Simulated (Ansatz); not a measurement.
Consider the ligand exchange at a Ge–O bond: `C[O][Ge][OH]` + H–F → `[OH][Ge][F]` + CH₃OH.

Calculated with Ansatz (gas phase, PBE0-D4/def2-TZVP geometries, no zero-point term in ΔE). CCSD(T)/CBS adds triple-zeta CCSD(T) − MP2 to the extrapolated MP2 energy (def2 sets, frozen cores). This one scheme is used for every species. DFT in def2-TZVPP. B3LYP here is the variant with VWN-RPA as its local correlation; programs differ in this. For Ge outer-core shells are correlated without core-valence functions, which leaves a few kJ/mol of doubt a bond. Scalar relativity is left out up to krypton. One conformer a species, not always the lowest.

CCSD(T)/CBS gives -6.7 kcal/mol.

Another level gave -10.6 kcal/mol. Which?
A. PBE/def2-TZVPP
B. MP2/def2-TZVPP
C. B3LYP/def2-TZVPP
D. CCSD/def2-TZVPP

C. B3LYP -10.6, PBE -9.5, CCSD/def2-TZVPP -7.6, MP2/def2-TZVPP -5.8 kcal/mol.

Largest T1 diagnostic among the species: 0.015.

In def2-TZVPP, CCSD(T) changes the Hartree–Fock value by +4.9 kcal/mol (the triples alone add +0.8 kcal/mol) and MP2 by +5.9 kcal/mol. The D4 term adds +1.9 kcal/mol with B3LYP and +1.0 kcal/mol with PBE0; it sums over pairs of atoms, weighted by their polarisabilities, and B3LYP, whose exchange is more repulsive, gets the larger term.
